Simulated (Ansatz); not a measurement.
Species: H3GeO, charge 0, doublet. H3GeO (SMILES [O][GeH3], doublet).
B3LYP-D3(BJ)/def2-TZVP minimum from Ansatz (a first-principles code):
```
Ge
O 1 1.8037
H 1 1.5378 2 109.68
H 1 1.5378 3 111.67 2 -121.81
H 1 1.5397 3 111.57 4 -125.62
```
Charge 0, spin multiplicity 2.

Atomisation energy term by term, kcal/mol (programs: Ansatz). Open shells are spin-unrestricted; no spin-orbit coupling. Cores are frozen in correlated methods (noble-gas shells, and filled d and f shells in the p block). No relativity. CBS(X,Y): correlation extrapolated as X^-3, Hartree-Fock from the larger set. A bracket is a step between two methods taken in the basis named. Where a partner has so few electrons that a lower coupled-cluster level is exact, that level stands in.

```tsv
term	basis	kcal/mol
Hartree-Fock	cc-pVQZ	208.27
CCSD correlation	CBS(cc-pVTZ,cc-pVQZ)	83.64
(T)	CBS(cc-pVTZ,cc-pVQZ)	3.93
CCSDT(Q) - CCSD(T)	cc-pVTZ	0.38
CCSDTQ - CCSDT(Q)	cc-pVDZ	-0.02
sum: De		296.2
```

The step beyond CCSD(T) by other levels: CCSDTQ in cc-pVDZ 0.57; CCSDT(Q) in cc-pVDZ 0.59 kcal/mol.
